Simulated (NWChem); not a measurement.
# CHBr₂Cl; SMILES BrC(Br)Cl

Results from NWChem. Pople sets run with spherical d functions. Structure relaxed at the PBE-D3(BJ)/def2-SVP level.

### Question
Estimate the computed values for Hartree-Fock/6-311G**. Quantities: highest occupied level (eV); orbital gap (eV); dipole (D).

### Answer
* **highest occupied level (eV)**: -11.33
* **orbital gap (eV)**: 13.13
* **dipole (D)**: 1.21
